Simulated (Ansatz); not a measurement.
The O3–H4 bond of H2OSn (SMILES [OH][SnH]) is stretched (multiplicity 1, the rest rigid).
Geometry at rest (charge 0, multiplicity 1):
```xyz
4

Sn    -0.184    -0.150     0.195
H     -1.455     0.015    -1.072
O      1.215     0.799    -0.869
H      0.926     1.103    -1.736
```

Correlated levels freeze the cores. Filled d and f shells under p-block atoms count as core.

Programs: Ansatz (a quantum-chemistry and plane-wave program) with Gaussian orbitals.  In def2 rows elements past Kr take small-core potentials, without spin–orbit coupling.

Energies above the point at 0.963 Å (the B3LYP-D3(BJ) bond length), FIC-MRCISD+Q on CASSCF(4,3)/def2-TZVPP (kcal/mol): 6.37 at 0.867 Å; 4.95 at 1.059 Å; 115.64 at 3.082 Å.

Question: Take the last value as the depth D of a Morse curve D(1 − e^(−a(R − R₀)))², fit a and R₀ to the two near points, and test it at 1.300 and 1.685 Å.

Answer: 
With D = 115.6, both near points (counted from the curve's value at 0.963 Å) are met by a = 2.30 Å⁻¹ and R₀ = 0.959 Å, so k = 2Da² = 1221 kcal/(mol Å²). The curve then gives 34.2 and 76.2 kcal/mol; the level itself gives 35.0 and 81.3, so Morse is off by -0.8 and -5.1.

Doubts at one or more of the structures used: active orbitals that take no part (FIC-MRCISD+Q on CASSCF(4,3)/def2-TZVPP).
